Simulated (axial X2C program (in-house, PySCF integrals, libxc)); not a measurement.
# Ω levels of SPrS⁻ from open-shell CI on f(δφ)1 s1 f(π)0

Calculated with an axial X2C code built on PySCF integrals: two-component X2C with atomic mean-field Coulomb and Gaunt terms, basis S dyall-v3z, Pr dyall-v3z (cores contracted in-house). Orbitals come from Hartree–Fock averaged over the configuration Pr f(δφ)1 s1 f(π)0; CI then distributes these electrons over the f(δφ), s, f(π) shells of Pr.

S–Pr–S held linear, both bonds 2.417 Å (near the minimum of the configuration average).

Active spinors (ω > 0):

| shell | ω | ε (eV) | character |
| --- | --- | --- | --- |
| f(δφ) | 3/2 | 5.93 | 100% Pr f |
| f(δφ) | 5/2 | 6.02 | 100% Pr f |
| f(δφ) | 5/2 | 6.28 | 100% Pr f |
| f(δφ) | 7/2 | 6.37 | 100% Pr f |
| s | 1/2 | 1.09 | 60% Pr s, 32% Pr d |
| f(π) | 3/2 | 5.86 | 55% Pr f, 44% Pr p |
| f(π) | 1/2 | 6.03 | 59% Pr f, 39% Pr p |

Lowest levels of this model:

```tsv
Ω	energy (cm⁻¹)	g∥	configuration
2	0	2.09	100% f(δφ)1 s1
3	158	6.11	100% f(δφ)1 s1
1	2477	0.09	100% f(δφ)1 s1
4	2588	10.00	100% f(δφ)1 s1
2	2619	4.09	100% f(δφ)1 s1
3	2800	6.00	100% f(δφ)1 s1
3	4581	7.89	100% f(δφ)1 s1
2	4797	3.91	100% f(δφ)1 s1
3	12625	4.10	100% f(δφ)1 f(π)1
4	13695	8.04	95% f(δφ)1 f(π)1
1	14767	0.04	98% f(δφ)1 f(π)1
4	14996	6.07	93% f(δφ)2 + 7% f(δφ)1 f(π)1
2	15030	3.97	98% f(δφ)1 f(π)1
5	15225	11.97	93% f(δφ)1 f(π)1 + 7% f(δφ)2
3	16349	7.62	100% f(δφ)1 f(π)1
5	16668	10.06	94% f(δφ)2 + 6% f(δφ)1 f(π)1
0	16853	0.00	77% f(δφ)1 f(π)1 + 23% f(δφ)2
0	16915	0.00	64% f(δφ)1 f(π)1 + 36% f(δφ)2
2	16967	2.68	98% f(δφ)1 f(π)1
1	17063	2.07	69% f(δφ)1 f(π)1 + 31% f(δφ)2
3	17710	6.34	100% f(δφ)1 f(π)1
4	17807	8.76	86% f(δφ)1 f(π)1 + 14% f(δφ)2
2	17993	5.10	86% f(δφ)1 f(π)1 + 14% f(δφ)2
6	18242	14.00	100% f(δφ)2
4	19169	9.25	98% f(δφ)1 f(π)1
0	20773	0.00	84% f(δφ)2 + 16% f(δφ)1 f(π)1
1	21060	3.56	70% f(δφ)2 + 30% f(δφ)1 f(π)1
1	22620	2.29	65% f(δφ)1 f(π)1 + 35% f(δφ)2
```

g∥ is the magnitude of 2⟨Lz + ge Sz⟩ for the +Ω component.

Q: From Ω and g∥ of the lowest level, whose 2⟨Lz + ge Sz⟩ is positive, find ⟨Sz⟩ and ⟨Lz⟩ (ge = 2.0023).

A: Ω = ⟨Lz⟩ + ⟨Sz⟩ = 2 and ⟨Lz⟩ + ge⟨Sz⟩ = 1.045, so ⟨Sz⟩ = -0.95 and ⟨Lz⟩ = 2.95.

Occupations of the active spinors in the lowest level by ω, shell by shell in order of energy: -7/2: 0.00; -5/2: 0.00 0.00; -3/2: 0.00 0.00; -1/2: 1.00 0.00; 1/2: 0.00 0.00; 3/2: 0.00 0.00; 5/2: 0.73 0.27; 7/2: 0.00. The leading determinant has weight 0.73 among 10.

This point took 2.9 s on 1 thread of Arm Neoverse V1, with other jobs on the host.

Dynamic correlation is missing, so gaps between terms are too wide and other configurations may lie lower; the lowest level listed is that of this model, not necessarily the ground state. At most 6 roots were kept for each Ω > 0 (twice that for Ω = 0) within 3.5 eV of the lowest, so higher up levels can be missing between those listed; levels with Ω > 0 are doubly degenerate and listed once, Ω = 0 levels singly. Some active spinors are only partly of the character that their shell is named for, so the shell names and counts are nominal. States that fill the shells left empty in the average are placed too high. For an anion, levels above electron detachment are held by the basis set. Along the bond the averaged SCF switches between close solutions, so this one may not be the lowest. The molecule was held linear; bending was not examined.
